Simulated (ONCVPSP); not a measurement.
**Plane-wave convergence, ONCV potential for niobium (Nb)**

* Element: Nb
* Generator: ONCVPSP 4.0.1
* Type: optimised norm-conserving Vanderbilt (ONCV)
* Functional: PBE
* Relativity: scalar-relativistic
* Frozen core: [Ar] 3d10
* Valence charge: 13
* Reference configuration: 4s2 4p6 4d4 5s0.75 5p0.25
* Partial waves: 4s+5s: rc 1.60 bohr, ncon 4, nbas 8, qcut 6 1/bohr, 3 projectors, debl 2.1 Ha; 4p+5p: rc 2.45 bohr, ncon 3, nbas 7, qcut 4.9 1/bohr, 2 projectors; 4d: rc 2.85 bohr, ncon 4, nbas 9, qcut 4.9 1/bohr, 2 projectors, debl 0.6 Ha
* Local potential: polynomial inside 1.30 bohr (lpopt 5, dvloc0 0 Ha)
* Core correction: polynomial model core, fcfact 0.6

**Question.** For each optimised wave give the share of its norm inside rc, the residual kinetic energy above qcut (Ha) and the cutoffs (Ha) for errors of 10, 1, 0.1 and 0.01 mHa per electron.

**Answer.**

```
         wave  norm inside rc  residual KE  10 mHa  1 mHa  0.1 mHa  0.01 mHa
           4s           0.866      3.8e-04    12.5   16.3     43.6      71.4
           5s           0.038      1.2e-04     8.5   14.3     18.6      44.6
s projector 3           0.089      1.1e-03    13.4   18.2     31.9      56.5
           4p           0.976      1.0e-05     7.3    9.1     10.8      12.3
           5p           0.043      2.5e-06     4.9    7.5      9.5      11.2
           4d           0.780      1.3e-05     7.5    9.2     10.9      12.4
d projector 2           0.231      4.6e-05     7.9    9.9     11.5      18.3
```

The occupied waves need 16 Ha and 44 Ha for 1 and 0.1 mHa. 1 of 4 tests not solved or not reliable.
